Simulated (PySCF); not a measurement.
A PySCF script (with the pyscf-properties extension) for the NMR shieldings of `[SiH3]SC[SiH2]/C=C\Cl`, C3H9ClSSi2, on a GFN2-xTB geometry:

```python
import basis_set_exchange as bse
import numpy as np
from pyscf import gto, dft
from pyscf.prop import nmr

atoms = """
Si    2.766273    0.924757    0.675020
S     1.474690    0.731824   -1.014392
C     0.772137   -0.946083   -0.778328
Si   -0.711557   -0.957201    0.417014
C    -1.881007    0.394595   -0.169672
C    -3.048172    0.640606    0.400436
Cl   -3.603117   -0.278246    1.741083
H     1.974279    1.021613    1.896728
H     3.500123    2.142064    0.381576
H     3.611496   -0.265136    0.712219
H     0.476655   -1.263390   -1.775993
H     1.574299   -1.599900   -0.446366
H    -1.333954   -2.282984    0.343835
H    -0.244321   -0.681109    1.779821
H    -1.590834    1.018699   -1.003419
H    -3.744586    1.408835    0.096511
"""
names = dict.fromkeys(["Si", "S", "C", "Cl", "H"], "pcSseg-1")
basis = {el: gto.basis.parse(bse.get_basis(n, elements=[el], fmt="nwchem")) for el, n in names.items()}
mol = gto.M(atom=atoms, basis=basis, charge=0, verbose=0)
mf = dft.RKS(mol, xc="PBE0")
mf.grids.level = 2
mf.grids.alignment = dft.numint.BLKSIZE   # the property module wants whole blocks of grid points
mf.conv_tol = 1e-9
mf.kernel()

calc = nmr.RKS(mf)   # GIAO
C = mf.mo_coeff
Co = C[:, mf.mo_occ > 0]
resp = mf.gen_response(singlet=True, hermi=2)
def vind(x):   # induced exchange potential for any number of trial vectors
    d = np.einsum("pi,xij,qj->xpq", C, 2 * x.reshape(-1, C.shape[1], Co.shape[1]), Co, optimize=True)
    return np.einsum("xpq,pi,qj->xij", resp(d - d.transpose(0, 2, 1)), C, Co, optimize=True).ravel()
mo1, _ = nmr.rhf.solve_mo1(calc, with_cphf=vind)
sigma = calc.kernel(mo1)
for i, s in enumerate(sigma):   # ppm
    w = np.linalg.eigvalsh((s + s.T) / 2)
    print("%2d %-2s iso %8.1f  s11 %8.1f  s22 %8.1f  s33 %8.1f" % (i, mol.atom_pure_symbol(i), w.mean(), *w))
```

Q: Give the expected output.

A: 
```
 0 Si iso    402.7  s11    354.2  s22    395.7  s33    458.2
 1 S  iso    720.8  s11    614.0  s22    631.6  s33    917.0
 2 C  iso    174.7  s11    159.1  s22    170.3  s33    194.7
 3 Si iso    411.0  s11    377.7  s22    409.8  s33    445.6
 4 C  iso     54.3  s11    -60.8  s22     66.8  s33    156.7
 5 C  iso     36.8  s11    -84.8  s22     75.4  s33    119.8
 6 Cl iso    694.3  s11    470.5  s22    678.6  s33    933.8
 7 H  iso     26.9  s11     22.2  s22     26.5  s33     32.1
 8 H  iso     27.2  s11     23.6  s22     24.6  s33     33.5
 9 H  iso     27.2  s11     23.5  s22     25.1  s33     33.0
10 H  iso     29.7  s11     23.5  s22     27.8  s33     37.8
11 H  iso     30.1  s11     24.1  s22     29.1  s33     37.0
12 H  iso     27.0  s11     22.4  s22     26.5  s33     32.2
13 H  iso     27.1  s11     22.7  s22     27.7  s33     30.8
14 H  iso     25.2  s11     22.4  s22     23.1  s33     30.2
15 H  iso     24.7  s11     20.3  s22     26.3  s33     27.6
```

These numbers come from an equivalent density-fitted implementation of the same equations, which agrees with the script to about 0.01 ppm for H and up to a few tenths of a ppm for heavy atoms, so last digits may differ.

Q: Turn these shieldings into chemical shifts. Scale: ²⁹Si (349.16 ppm) and ¹³C (186.93 ppm) and ¹H (31.72 ppm) vs TMS; ³³S (503.73 ppm) vs CS2; ³⁵Cl (949.78 ppm) vs HCl (reference shieldings calculated alike).

A: Averaging equivalent atoms: Si 0: -53.6; Si 3: -61.9; S 1: -217; C 5: 150.1; C 4: 132.7; C 2: 12.2; Cl 6: 255; H 15: 6.99; H 14: 6.51; H 12/13: 4.67; H 7/8/9: 4.60; H 10/11: 1.82 ppm. 

Size and cost of the density-fitted run: 192 basis functions, 23 s wall time on 1 thread of an Intel Xeon 6975P-C, shared host; peak memory 0.87 GiB.
